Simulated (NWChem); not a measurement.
# diiodomethane (CH$_{2}$I$_{2}$); SMILES ICI

```xyz
5

I      1.8134     0.0000     0.0763
C      0.0000     0.0000    -1.0563
I     -1.8134     0.0000     0.0763
H      0.0000     0.9029    -1.6746
H      0.0000    -0.9029    -1.6746
```
Atoms are numbered in this order, from 1.

Program: NWChem. All runs use the structure optimised with PBE0/def2-SVP. Not confirmed as a minimum by frequencies. def2 effective core potentials on I; no spin-orbit coupling. Level: PBE/def2-SVP with COSMO at NWChem's default radii, gas-phase geometry; rows give the dielectric constant.

For dielectric constant 37.5:

```
Property                                   Result
-----------------------------------------  ------
electrostatic solvation energy (kcal/mol)    -3.1
dipole in solution (D)                       1.54
```

Task: How do the values read with dielectric constant 2.4 instead?

Result: 
- electrostatic solvation energy (kcal/mol) = -1.8
- dipole in solution (D) = 1.32
